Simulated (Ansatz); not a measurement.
Basis sets compared for Sr4Te4. The state is a singlet with charge 0. Geometry r2SCAN-D4/def2-SVP. Ansatz on 4 threads of Arm Neoverse V1 on a shared host; times are rough, and most runs start from earlier orbitals.

Cartesian coordinates in Å:
```
Sr -1.212 -3.390 -0.428
Sr 3.250 -1.291 1.124
Sr -3.250 1.291 -1.122
Sr 1.212 3.391 0.425
Te -1.566 3.791 -0.741
Te 1.684 -3.792 0.401
Te -3.665 -1.718 -1.078
Te 3.546 1.719 1.419
```

In the def2 sets Sr, Te take a core potential; there is no spin–orbit coupling. The structure comes from a short search, and lower isomers may exist.

Binding counts from free atoms (Sr singlet, Te triplet) in the same basis, without a counterpoise term.

```csv
level,functions,energy (Eh),HOMO (eV),LUMO (eV),binding per atom (eV),wall time
LDA (SPW92)/def2-TZVP,332,-1193.4438,-4.56,-2.75,2.80,6.5 s
PBE-D4/def2-SVP,196,-1195.2954,-4.36,-2.53,2.55,7 s
PBE-D4/def2-TZVP,332,-1195.3697,-4.38,-2.53,2.52,12 s
PBE0-D4/def2-SVP,196,-1195.3640,-5.21,-1.96,2.55,12 s
PBE0-D4/def2-TZVP,332,-1195.4338,-5.23,-1.95,2.53,29 s
```

Task: Estimate the rows for LDA (SPW92)/def2-TZVPD, PBE-D4/def2-TZVPD, PBE0-D4/def2-TZVPD.

Result: 
| level | functions | energy (Eh) | HOMO (eV) | LUMO (eV) | binding per atom (eV) | wall time |
| --- | --- | --- | --- | --- | --- | --- |
| LDA (SPW92)/def2-TZVPD | 368 | -1193.4447 | -4.55 | -2.74 | 2.80 | 7.5 s |
| PBE-D4/def2-TZVPD | 368 | -1195.3707 | -4.38 | -2.53 | 2.52 | 14 s |
| PBE0-D4/def2-TZVPD | 368 | -1195.4349 | -5.22 | -1.94 | 2.54 | 28 s |
